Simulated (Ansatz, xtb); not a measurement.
## Relative energy of two isomers of C4H11NSe

Structure I: `CC[Se]CCN`, a singlet. Structure II: `NCCCC[SeH]`, a singlet. Both are isolated molecules in the gas phase, relaxed with B3LYP-D3(BJ)/def2-SVP; each stands in its lowest conformer found.

I (Å):

```yaml
atoms:
  - { symbol: C, position_ang: [-0.4761, -2.2698, 0.2844] }
  - { symbol: C, position_ang: [-0.1705, -1.7951, -1.1283] }
  - { symbol: C, position_ang: [-0.5499, 1.1483, -0.5528] }
  - { symbol: C, position_ang: [0.8339, 1.6755, -0.9171] }
  - { symbol: N, position_ang: [1.8771, 0.6856, -0.6697] }
  - { symbol: Se, position_ang: [-1.2701, -0.2646, -1.7243] }
  - { symbol: H, position_ang: [-1.5332, -2.5558, 0.3977] }
  - { symbol: H, position_ang: [-0.2599, -1.4854, 1.0272] }
  - { symbol: H, position_ang: [0.1479, -3.1434, 0.5417] }
  - { symbol: H, position_ang: [-0.3886, -2.5787, -1.8705] }
  - { symbol: H, position_ang: [0.8745, -1.4793, -1.2372] }
  - { symbol: H, position_ang: [-0.5746, 0.7884, 0.4886] }
  - { symbol: H, position_ang: [-1.2915, 1.9585, -0.6257] }
  - { symbol: H, position_ang: [0.8459, 1.9280, -1.9897] }
  - { symbol: H, position_ang: [0.9873, 2.6310, -0.3652] }
  - { symbol: H, position_ang: [2.0034, 0.5458, 0.3336] }
  - { symbol: H, position_ang: [2.7737, 1.0078, -1.0314] }
```

II (Å):

```xyz
17

C    -0.0140   -1.6802   -0.3850
C    -0.4477   -0.5443   -1.3126
C    -0.2126    0.8614   -0.7483
C     1.1962    1.1429   -0.2374
N    -0.5609   -1.5142    0.9590
Se    2.6573    0.8508   -1.5440
H    -0.2324   -2.2569    1.5755
H    -1.5791   -1.5907    0.9385
H     1.0864   -1.6784   -0.3065
H    -0.2783   -2.6451   -0.8687
H     0.0891   -0.6590   -2.2683
H    -1.5231   -0.6502   -1.5453
H    -0.8923    1.0242    0.1054
H    -0.4842    1.6070   -1.5156
H     1.2832    2.1741    0.1309
H     1.4450    0.4735    0.5985
H     2.1583    1.8457   -2.5152
```

Problem. Which of the two would you expect CCSD(T)/def2-SVP + ΔMP2/def2-TZVPP electronic energies to favour?

Solution. Too close to call at this level: CCSD(T)/def2-SVP + ΔMP2/def2-TZVPP gives E(II) − E(I) = −2.37 kJ/mol.

How the difference moves with the method:

```
                             level               geometry  E(II) − E(I) (kJ/mol)  departure from the last row (kJ/mol)  job, with rough time for the two
             B3LYP-D3(BJ)/def2-SVP  B3LYP-D3(BJ)/def2-SVP                   −4.90                                 −2.53                optimisation, 84 s
                       HF/def2-SVP  B3LYP-D3(BJ)/def2-SVP                  −12.76                                −10.40           part of the CCSD(T) run
                      MP2/def2-SVP  B3LYP-D3(BJ)/def2-SVP                  −13.38                                −11.02           part of the CCSD(T) run
                  CCSD(T)/def2-SVP  B3LYP-D3(BJ)/def2-SVP                  −15.58                                −13.22                      single point
CCSD(T)/def2-SVP + ΔMP2/def2-TZVPP  B3LYP-D3(BJ)/def2-SVP                   −2.37                                                   single point, 2.5 min
```

As drawn, II has 1 C–C, 1 Se–H in place of 1 C–Se, 1 C–H.

The largest departure from CCSD(T)/def2-SVP + ΔMP2/def2-TZVPP is that of CCSD(T)/def2-SVP, 13.22 kJ/mol. Levels run at GFN2-xTB geometries aren't shown. The last row adds to CCSD(T) the change of the MP2 difference between the two basis sets, here +13.22 kJ/mol, a large step that makes the value less sure.

With thermal terms from frequencies at re-optimised GFN2-xTB minima (ideal gas, soft modes damped towards free rotors, one conformer each, 298.15 K, 1 atm): on the last row, ΔE + ΔZPE = −6.79, ΔH = −7.82, ΔG = −6.75 kJ/mol.

The correlated steps freeze 14 core orbitals; the filled d shell of Se is correlated, in a basis made for valence electrons. Run with Ansatz 0.2.0, xtb 6.7.1; the last row on 4 threads of Arm Neoverse V1 on a shared host.
